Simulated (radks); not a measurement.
The numbers below are computed, except where a source is named.
Task: Species: P3+. Configuration: [Ne] 3s2. Level of theory: scalar-relativistic Kohn-Sham, LDA (Slater exchange, Perdew-Wang correlation), spin-unpolarised, spherical densities, finite nucleus; Fermi nuclear charge, rms radius 3.1889 fm (a radial shooting solver on a logarithmic mesh with Libxc functionals). Some entries of the table are withheld. Estimate them.

orbital  occ.  eigenvalue (hartree)  r(max) (bohr)  <r^2> (bohr^2)
1s          2             -77.75915        0.06784         0.01453
2s          2              -7.77448         0.4195             (1)
2p          6              -5.99248            (2)          0.2935
3s          2              -1.68103          1.468           3.174

Result: 
(1) 2s <r^2> (bohr^2): 0.3228
(2) 2p r(max) (bohr): 0.3527
